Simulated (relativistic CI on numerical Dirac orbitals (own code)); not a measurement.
# Re³⁹⁺: sensitivity of the levels to the model

Base calculation: Dirac-Coulomb-Breit CI, KLI orbitals optimised for each configuration, a model potential for QED, unscaled Slater integrals.

Configurations in the expansion (outside the closed core [Ar] 3d10): 4s²4p⁶, 4s²4p⁵4d, 4s4p⁶4d, 4s²4p⁵4f, 4s4p⁶4f, 4p⁶4d4f, 4s²4p⁵5s, 4s²4p⁵5p, 4s4p⁶5s, 4s²4p⁵5d, 4s4p⁶5p, 4s²4p⁵5f, 4s²4p⁵5g, 4s4p⁶5d, 4p⁶4f5s, 4s²4p⁵6s, 4s4p⁶5f, 4s²4p⁵6p, 4s4p⁶5g, 4s²4p⁵6d, 4s²4p⁵6f, 4p⁶4d², 4p⁵4d³, 4p⁵4d²4f, 4p⁵4d²5s, 4p⁵4d²5p, 4p⁶4f², 4p⁵4d4f², 4p⁵4f³, 4p⁵4f²5s, 4p⁵4f²5p, 4p⁶4d5s, 4p⁵4d4f5s, 4p⁵4d5s², 4p⁵4d5s5p. Double excitations out of closed p, d and f shells are left out; levels of such configurations are missing from the list, as are those of other unlisted configurations, and high levels can miss mixing partners. These lack a partner that the ground configuration has and come out too high: 4s²4p⁵5d, 4s²4p⁵5f, 4s²4p⁵5g, 4s²4p⁵6s, 4s²4p⁵6p.

Variants: (1) valence Slater integrals scaled by 0.9; (2) configuration mixing switched off. Shifts of the energy above 4s²4p⁶ ¹S0, in eV, for the lowest level and the first level of each name with at least 55 % of one term (blank where a level changes its place among those of its configuration and J or its character, or is not in the variant):

```
        Level     Base    Δ(1)     Δ(2)
   4s²4p⁶ ¹S0    0.000   0.000    0.000
4s²4p⁵4d ³P°0  152.096  +0.990   -0.103
4s²4p⁵4d ³P°1  156.879  +0.649   -0.099
4s²4p⁵4d ³F°3  159.873  +0.245   +0.181
4s²4p⁵4d ³F°4  176.816  +0.586   +0.335
4s²4p⁵4d ³D°3  185.218  -0.290   -0.067
4s²4p⁵4d ³F°2  256.640  +0.430   +0.306
4s²4p⁵4d ¹P°1  279.888           -0.045
 4s²4p⁵4f ³D1  355.937  +2.036  +13.315
 4s²4p⁵4f ³G4  374.388  +0.166   +0.015
 4s²4p⁵4f ³G5  377.139  +0.375   +0.045
 4s²4p⁵4f ³F4  384.345  -0.345   -0.055
  4s4p⁶4d ³D1  386.645  -1.034  -13.284
  4s4p⁶4d ³D3  398.758  -0.454   -4.468
  4s4p⁶4d ¹D2  404.330  -0.816         
 4s²4p⁵4f ³G3  472.805  +0.163    0.000
 4s4p⁶4f ³F°2  589.253  +0.153   -0.068
 4s4p⁶4f ³F°3  590.513  +0.098   +0.007
 4s4p⁶4f ³F°4  594.343  +0.169   +0.008
 4s4p⁶4f ¹F°3  598.891  -0.325   +0.271
4s²4p⁵5s ³P°2  700.045  +0.131   +0.230
4s²4p⁵5s ¹P°1  702.074  -0.081   +0.142
```

At this charge energies of transitions that change n are usually good to better than 1 %, and those within a shell (Δn = 0) to a few per cent.

Ionisation energy from the two ground configurations alone: base 1911.73 eV. The NIST ASD value (theoretical) is 1912 eV.

LS names give the leading component of a level, which can be under half, so a name can repeat, a term be missing and a line seem to break the LS rules.
